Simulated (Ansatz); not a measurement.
Ideal-gas functions of C2H2SSe (`S=C1C[Se]1`) at 800 K and 1 bar, from an Ansatz frequency run at PBE0-D4/def2-TZVP.

Molar mass 137.06 g/mol, point group Cs (symmetry number 1), electronic degeneracy 1, moments of inertia 44.396, 258.158, 299.152 u Å². Harmonic wavenumbers (cm⁻¹, unscaled): 260, 347, 502, 547, 834, 844, 991, 1026, 1407, 1465, 3122, 3214.

Use S(trans) = R[1.5 ln M + 2.5 ln T − 1.1517]; rotational temperatures θ = 24.2544 K / I; S(rot) = R[ln(√π/σ · √(T³/θAθBθC)) + 1.5]; for each mode x = 1.438777 ν̃/T, S = R[x/(eˣ − 1) − ln(1 − e⁻ˣ)] and H = RT x/(eˣ − 1); 1 cm⁻¹ = 0.0119627 kJ/mol; R = 8.31446 J/(mol·K).

Q: By hand: the entropy, in J/(mol·K).

A: Translation 190.7. Rotation: θ = 0.5463, 0.094, 0.0811 K, giving 123.4. Vibration, mode by mode: 14.71, 12.37, 9.44, 8.78, 5.68, 5.60, 4.53, 4.31, 2.51, 2.31, 0.20, 0.17, in all 70.6. Electronic 0.0. Sum 384.7 J/(mol·K).

Q: By hand: H − E and G − E in kJ/mol, counted from the electronic energy.

A: Zero-point energy ½ × 14559 × 0.0119627 = 87.1; thermal vibration 31.5; translation, rotation and pV give 4 RT = 26.6. H − E = 145.2 kJ/mol, and G − E = 145.2 − 800 × 384.7/1000 = -162.6 kJ/mol.

Vibration gives 18 % of the entropy.
